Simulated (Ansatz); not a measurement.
Cost and result for the atomization energy of BH$_{5}$SeSi (8 atoms, 8 bonds).

```tsv
atom	x (Å)	y (Å)	z (Å)
B1	0.0153	-0.5784	-0.9832
Si2	0.8903	0.2239	0.5656
Se3	-1.4520	-0.2372	0.6422
H4	-0.2830	0.0918	-1.9243
H5	0.0912	-1.7696	-1.0660
H6	1.0412	1.6790	0.8172
H7	1.4978	-0.5509	1.6755
H8	-1.8006	1.1415	0.2730
```

The species carries charge 0 and has multiplicity 1. Correlated methods include outer-core shells of Se, which these sets cover unevenly. Scalar relativity is left out up to krypton. The bonds changed during the relaxation, so this is another structure than the one it started from. All single points use the PBE0-D4/def2-TZVP geometry. It is one conformer, not always the lowest. Program: Ansatz. All runs use 2 threads of an Intel Xeon Platinum 8259CL on a shared host. Times are those of one run each, without the atoms' runs, and a repeat can differ threefold. Electronic energies, without spin–orbit coupling; frozen cores. CCSD(T)/CBS adds CCSD(T) − MP2 in def2-TZVPP to the MP2 limit, and its time is that of the two runs behind it. T1 = 0.011. With those shells the extrapolation isn't a true limit. HSE06 is the plane-wave form, built on full-range PBE exchange.

CCSD(T)/CBS is a level of theory with its own doubt, some kJ/mol a heavy atom from the limit and from the frozen cores, so smaller differences don't rank the functionals.

```
                             level  functions  wall time  atomization (kcal/mol)  difference from CCSD(T)/CBS  per bond
            LDA (SPW92)/def2-TZVPP        191      1.6 s                   633.9                         73.3       9.2
                BLYP-D4/def2-TZVPP        191      2.9 s                   555.8                         -4.8      -0.6
                  CCSD(T)/def2-SVP         89      3.6 s                   524.3                        -36.3      -4.5
               BHLYP-D4/def2-TZVPP        191      4.3 s                   550.7                         -9.9      -1.2
               HSE06-D4/def2-TZVPP        191      4.4 s                   560.6                          0.0       0.0
r2SCAN-D4/def2-TZVPP (with forces)        191      5.5 s                   566.1                          5.5       0.7
             r2SCANh-D4/def2-TZVPP        191        6 s                   563.7                          3.1       0.4
                 B2PLYP/def2-TZVPP        191      6.5 s                   552.2                         -8.4      -1.0
               PBE-QIDH/def2-TZVPP        191      6.5 s                   556.9                         -3.7      -0.5
  ωB97M-V/def2-TZVPP (with forces)        191       13 s                   560.4                         -0.2       0.0
                    MP2/def2-QZVPP        366       23 s                   555.0                         -5.6      -0.7
                CCSD(T)/def2-TZVPP        191       49 s                   546.6                        -14.0      -1.7
                 CCSD(T)/CBS(def2)          –       72 s                   560.6                          0.0       0.0
```

From BLYP to BHLYP (50 % exact exchange), in def2-TZVPP and without D4, the atomization energy moves by −1.8 kcal/mol: exact exchange takes away binding that semilocal exchange gives to molecules. The D4 term adds +6.9 kcal/mol with B3LYP and +3.5 kcal/mol with PBE0; it sums over pairs of atoms, weighted by their polarisabilities, and B3LYP, whose exchange is more repulsive, gets the larger term. At CCSD(T), def2-SVP lies −36.2 kcal/mol from the extrapolated value and def2-TZVPP −13.9 kcal/mol: correlation converges slowly with the basis, and small sets miss more of it in the bonded molecule than in its fragments.

B3LYP here is the variant with VWN-RPA as its local correlation; programs differ in this.
